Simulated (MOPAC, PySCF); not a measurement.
H₃InO, SMILES `[InH2][OH]` (H–O–In–H torsion 0°), neutral singlet in the gas phase. 

Cartesian coordinates (Å):
SMILES: [OH][InH2]
```xyz
5

O      1.3157    -0.4852     0.0380
In    -0.6369    -0.0228    -0.0254
H      1.8935     0.2833     0.0811
H     -0.9781     1.6622     0.0062
H     -1.5941    -1.4375    -0.0998
```
Charge 0, spin multiplicity 1.

All levels are single points at this geometry (B3LYP-D3(BJ)/def2-TZVP); Pople sets use spherical d functions. Orbital energies aren't observables, and empty levels follow the basis.

AM1 in MOPAC gives gap (eV) = 9.62.

Question: Estimate the gap (eV) from each of these levels: M06-2X/def2-TZVP in PySCF; PBE-D3(BJ)/def2-TZVP in PySCF; B3LYP/6-31G* (LANL2DZ on In) in PySCF; B3LYP/LANL2DZ in PySCF; M06-2X/6-31G* (LANL2DZ on In) in PySCF; PBE/6-31G* (LANL2DZ on In) in PySCF; HF/6-31G* (LANL2DZ on In) in PySCF; PM7 in MOPAC.

Answer: 
| level | gap (eV) |
|---|---|
| M06-2X/def2-TZVP in PySCF | 8.46 |
| PBE-D3(BJ)/def2-TZVP in PySCF | 4.46 |
| B3LYP/6-31G* (LANL2DZ on In) in PySCF | 5.92 |
| B3LYP/LANL2DZ in PySCF | 5.97 |
| M06-2X/6-31G* (LANL2DZ on In) in PySCF | 8.55 |
| PBE/6-31G* (LANL2DZ on In) in PySCF | 4.20 |
| HF/6-31G* (LANL2DZ on In) in PySCF | 12.45 |
| PM7 in MOPAC | 12.48 |
